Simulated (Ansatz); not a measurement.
Reaction (ligand exchange at a B–N bond): `BNC(C)F` + `OBF` → `BOBF` + `CC(N)F`

Calculated with Ansatz (gas phase, PBE0-D4/def2-TZVP geometries, no zero-point term in ΔE). CCSD(T)/CBS adds triple-zeta CCSD(T) − MP2 to the extrapolated MP2 energy (def2 sets, frozen cores). This one scheme is used for every species. DFT in def2-TZVPP. HSE06 is defined as in plane-wave codes. Each species was taken in one conformer, which may not be the lowest.

Problem. Is it downhill or uphill in electronic energy at CCSD(T)/CBS, and by how much? (Best estimate.)

Solution. Ansatz gave: Uphill: ΔE = +25.5 kJ/mol.

Problem. What do these levels give: r2SCANh-D4, HSE06-D4, BLYP, PBE0, BHLYP, CCSD(T)/def2-SVP? (Best estimate.)

Solution. Ansatz gave: r2SCANh-D4 26.9, HSE06-D4 30.4, BLYP 26.3, PBE0 29.1, BHLYP 19.7, CCSD(T)/def2-SVP 29.1 kJ/mol.

Problem. What do rigid-rotor, harmonic-oscillator terms from PBE0-D4/def2-TZVP frequencies (298.15 K, 1 bar) make of the CCSD(T)/CBS value? (An estimate is asked.)

Solution. The calculation gave: ΔZPE = -2.4 kJ/mol, ΔH = +24.2 kJ/mol, ΔS = 9 J/(mol·K), ΔG = +21.6 kJ/mol.

Largest T1 diagnostic among the species: 0.013.

From BLYP to BHLYP (50 % exact exchange), in def2-TZVPP and without D4, ΔE moves by −6.6 kJ/mol. At CCSD(T), def2-SVP lies +3.6 kJ/mol from the extrapolated value and def2-TZVPP +1.5 kJ/mol. Leaving LDA and LC-ωPBE aside and taking each functional with its dispersion term where it has one, the values, not all of them listed here, spread over 12.8 kJ/mol, from BHLYP-D4 to PBE-D4. LDA lies +7.5 kJ/mol from PBE without D4.
